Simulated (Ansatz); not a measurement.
One geometry of the cluster Pd₂S₂⁻, several levels of theory.

```yaml
crystal:
  periodic: [false, false, false]
  atoms:
    - {symbol: Pd, position_ang: [-0.063999, 1.385407, -0.047665]}
    - {symbol: Pd, position_ang: [0.064003, -1.385407, 0.047678]}
    - {symbol: S, position_ang: [-1.765904, -0.080624, 0.027719]}
    - {symbol: S, position_ang: [1.765900, 0.080615, -0.027722]}
basis:
  gaussian: {orbitals: def2-TZVPD, initial_orbitals: start.molden}
total_charge: -1
magnetization: {spin_polarized: true, initial_magnetization: 1}
hamiltonian: {xc: hf}
scf: {omitted_lower_state_checks: [starts]}
output: {orbitals: {seedname: orbitals}}
```

The file start.molden holds the orbitals of an earlier run on this structure, at another level or in another basis.

```sh
$ ansatz run in.yaml --threads 4 --pin off --events-out ev --progress --plain --max-ram 3916MiB
```

Shortened log:

```
Functional definition: HF
1746 factors; their error is unknown
mean field evaluation 1: about -28547.9691 eV, gradient 2.3e1 eV
mean field evaluation 2: about -28549.0186 eV, gradient 1.4e0 eV
mean field evaluation 4: about -28549.6162 eV, gradient 2.8e0 eV
mean field evaluation 8: about -28550.5482 eV, gradient 3.8e-3 eV
mean field evaluation 16: about -28551.2210 eV, gradient 6.1e-6 eV
mean field -28551.22096286 eV, -1049.2380176726 hartree, gradient 6.1e-6 eV, S^2 1.718896; 0 other end points of the search recorded, 0 dependent functions left out
reference -28551.22096286 eV, -1049.2380176726 hartree; 35, 34 occupied and 137, 138 virtual orbitals, 1746 factors
Total energy: -28551.22096286 eV, -1049.2380176726 hartree
Checks for a lower state left out: starts
```

Run time 3.9 s (4 threads of AMD EPYC 9R45 on a shared host), peak host memory 0.97 GiB.

First input, but with `gaussian: {orbitals: STO-3G}` (abridged; 2.5 s):

```
Functional definition: HF
mean field evaluation 16: about -287488.3871 eV, gradient 4.3e0 eV
mean field evaluation 32: about -287489.7605 eV, gradient 5.5e-6 eV
mean field -287489.76050882 eV, -10565.0538311404 hartree, gradient 5.4e-6 eV, S^2 3.595610
Total energy: -287489.76050882 eV, -10565.0538311404 hartree
Checks for a lower state left out: starts
```

First input, but with `gaussian: {orbitals: def2-SVPD, initial_orbitals: start.molden}`, `hamiltonian: {xc: pbe, dispersion: d4}` (abridged; 0.9 s):

```
Functional definition: PBE
mean field -28620.54157166 eV, -1051.7855030585 hartree, gradient 2.5e-5 eV, S^2 0.752422
Total energy: -28620.78530159 eV, -1051.7944599685 hartree
Checks for a lower state left out: starts
```

As the first input, with `hamiltonian: {xc: {name: CAM-B3LYP}, dispersion: d4}`, `output: {forces: true, orbitals: {seedname: orbitals}}` (abridged; 12 s):

```
Functional definition: CAM-B3LYP
mean field evaluation 16: about -28634.6182 eV, gradient 3.0e-9 eV
mean field -28634.61821873 eV, -1052.3028102970 hartree, gradient 2.1e-9 eV, S^2 0.763962
Total energy: -28634.83685832 eV, -1052.3108451537 hartree
Atom 0 force     0.019268    -0.417186     0.014341 eV/Å
Atom 1 force    -0.019345     0.417141    -0.014367 eV/Å
Atom 2 force     0.426080     0.019445    -0.006674 eV/Å
Atom 3 force    -0.426003    -0.019400     0.006699 eV/Å
Dipole moment:     0.000008     0.000004     0.000005 e Å
Checks for a lower state left out: starts
```

The first input with `hamiltonian: {xc: pbe0, dispersion: d4}` (abridged; 4.4 s):

```
Functional definition: PBE0
mean field -28628.69020259 eV, -1052.0849597222 hartree, gradient 8.7e-6 eV, S^2 0.759776
Total energy: -28628.89657807 eV, -1052.0925438809 hartree
Checks for a lower state left out: starts
```

As the first input, with `hamiltonian: {xc: pbe}`, `correlation: {method: rpa}` and without the key `output` (abridged; 2.4 s):

```
Functional definition: PBE
mean field -28629.80495649 eV, -1052.1259261724 hartree, gradient 2.7e-6 eV, S^2 0.752907
10 core orbitals not correlated: weight in the atoms' cores, before any rotation towards them, 1.000 or more for the frozen orbitals, at most 0.000 for the correlated occupied ones
Total energy: -28601.87557295 eV, -1051.0995402582 hartree
Checks for a lower state left out: starts
```

First input, but with `hamiltonian: {xc: {name: B3LYP}, dispersion: d4}` (abridged; 2.1 s):

```
Functional definition: B3LYP
mean field -28640.18517297 eV, -1052.5073920919 hartree, gradient 1.9e-5 eV, S^2 0.757580
Total energy: -28640.59519399 eV, -1052.5224600863 hartree
Checks for a lower state left out: starts
```

Geometry: PBE0-D4/def2-SVPD.

In the def2 sets Pd takes a core potential, while STO-3G treats all electrons; there is no spin–orbit coupling. B3LYP takes the VWN-RPA correlation. Correlated methods freeze 10 core orbitals; core or outer-core shells of Pd are correlated, in sets that lack core-valence functions. At HF/def2-TZVPD, HF/STO-3G the charge -1 doublet is spin-contaminated (final ⟨S²⟩ up to 3.60, 0.75 for a pure state). At HF/STO-3G the highest occupied level of the charge -1 doublet lies above zero (up to 1.92 eV). In Hartree–Fock with STO-3G the lack of diffuse functions raises the level. The structure comes from a short search, and lower isomers may exist.
